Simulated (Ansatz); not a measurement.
`S=[CH][SbH2]` + silanol → `[SiH3][O][SbH2]` + `C=S`  (ligand exchange at the Sb–C bond)

Gas-phase electronic energies from Ansatz, PBE0-D4/def2-TZVP geometries. CBS: MP2 limit from def2 TZ/QZ plus the TZ coupled-cluster correction, frozen cores. This one scheme is used for every species. Functionals use def2-TZVPP. B3LYP here is the variant with VWN-RPA as its local correlation; programs differ in this. HSE06 is defined as in plane-wave codes. def2 core potentials past Kr. For Sb outer-core shells are correlated without core-valence functions, which leaves a few kJ/mol of doubt a bond.

`S=[CH][SbH2]`:

```xyz
6

S    -2.077    0.529   -0.715
C    -0.681    0.673    0.061
Sb    1.180   -0.221   -0.568
H    -0.605    1.329    0.932
H     1.692   -0.542    1.032
H     0.491   -1.768   -0.742
```

`O[SiH3]`:

Cartesian coordinates in Å:
```
O -0.149 -0.009 1.273
Si -0.114 -0.061 -0.374
H 0.627 0.322 1.727
H 0.080 1.293 -0.962
H -1.425 -0.607 -0.791
H 0.981 -0.937 -0.873
```

`[SiH3][O][SbH2]`:

Z-matrix (Å, degrees):
```
Si
O 1 1.633
H 1 1.493 2 110.9
H 1 1.488 2 110.7 3 120.0
H 1 1.486 2 109.1 3 -120.1
Sb 2 1.964 1 132.6 3 -18.8
H 6 1.714 2 93.4 1 150.3
H 6 1.716 2 94.6 1 -119.0
```

`C=S`:

Z-matrix (Å, degrees):
```
C
S 1 1.599
H 1 1.090 2 122.2
H 1 1.090 2 122.2 3 -180.0
```

| level | ΔE (kcal/mol) | difference from CCSD(T)/CBS |
| --- | --- | --- |
| LDA (SPW92) | -1.4 | 4.1 |
| PBE-D4 | -3.2 | 2.3 |
| revPBE-D4 | -3.5 | 2.0 |
| BLYP-D4 | -5.8 | -0.3 |
| r2SCAN-D4 | -4.5 | 1.0 |
| B97M-V | -7.7 | -2.2 |
| PBE0-D4 | -3.8 | 1.7 |
| B3LYP-D4 | -6.2 | -0.7 |
| r2SCANh-D4 | -4.5 | 1.0 |
| r2SCAN0-D4 | -4.5 | 1.0 |
| BHLYP-D4 | -7.3 | -1.8 |
| CAM-B3LYP-D4 | -7.3 | -1.8 |
| ωB97M-V | -6.1 | -0.6 |
| B2PLYP | -5.8 | -0.3 |
| PBE-QIDH | -4.0 | 1.5 |
| PBE | -3.3 | 2.2 |
| revPBE | -3.6 | 1.9 |
| r2SCAN | -4.5 | 1.0 |
| PBE0 | -3.8 | 1.7 |
| B3LYP | -6.3 | -0.8 |
| r2SCANh | -4.5 | 1.0 |
| r2SCAN0 | -4.5 | 1.0 |
| HSE06 | -3.6 | 1.9 |
| BHLYP | -7.4 | -1.9 |
| CAM-B3LYP | -7.3 | -1.8 |
| LC-ωPBE | -6.2 | -0.7 |
| RPA@PBE/def2-TZVPP | -6.7 | -1.2 |
| HF/def2-SVP | -8.1 | -2.6 |
| MP2/def2-SVP | -5.0 | 0.5 |
| CCSD/def2-SVP | -6.5 | -1.0 |
| CCSD(T)/def2-SVP | -6.0 | -0.5 |
| HF/def2-TZVPP | -9.5 | -4.0 |
| MP2/def2-TZVPP | -3.5 | 2.0 |
| SCS-MP2/def2-TZVPP | -5.6 | -0.1 |
| CCSD/def2-TZVPP | -5.8 | -0.3 |
| CCSD(T)/def2-TZVPP | -5.1 | 0.4 |
| HF/def2-QZVPP | -10.4 | -4.9 |
| HF/CBS(def2) | -10.5 | -5.0 |
| MP2/CBS(def2) | -3.9 | 1.6 |
| CCSD/CBS(def2) | -6.2 | -0.7 |
| CCSD(T)/CBS | -5.5 | 0 |

Largest T1 diagnostic among the species: 0.017.

In def2-TZVPP, CCSD(T) changes the Hartree–Fock value by +4.4 kcal/mol (the triples alone add +0.7 kcal/mol) and MP2 by +6.0 kcal/mol. Leaving LDA and LC-ωPBE aside and taking each functional with its dispersion term where it has one, the values spread over 4.4 kcal/mol, from B97M-V to PBE-D4. LDA lies +1.9 kcal/mol from PBE without D4.
